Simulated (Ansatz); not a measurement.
def2 core potentials replace the inner electrons of Te.

B3LYP has the VWN-RPA correlation part, as in Gaussian. 

Z-matrix (Å, degrees):
```
C
C 1 1.3336
H 2 1.0943 1 121.18
H 2 1.0947 3 117.91 1 179.54
H 1 1.0960 2 122.78 3 179.46
Te 1 2.1258 5 114.16 2 -179.75
O 6 2.0167 1 94.76 5 176.28
H 7 0.9696 6 106.21 1 -87.18
```
Charge 0, multiplicity 1.

Q: What is the computed vertical ionisation energy (Delta-SCF), HOMO, HOMO–LUMO gap, LUMO and total energy (B3LYP-D3(BJ)/def2-TZVP // B3LYP-D3(BJ)/def2-SVP (Ansatz, a quantum-chemistry and plane-wave program))?

A: 
```json
{
  "vertical ionisation energy (Delta-SCF)": "8.09 eV",
  "HOMO": "-5.84 eV",
  "HOMO–LUMO gap": "3.76 eV",
  "LUMO": "-2.08 eV",
  "total_energy": "-421.9946 Ha"
}
```
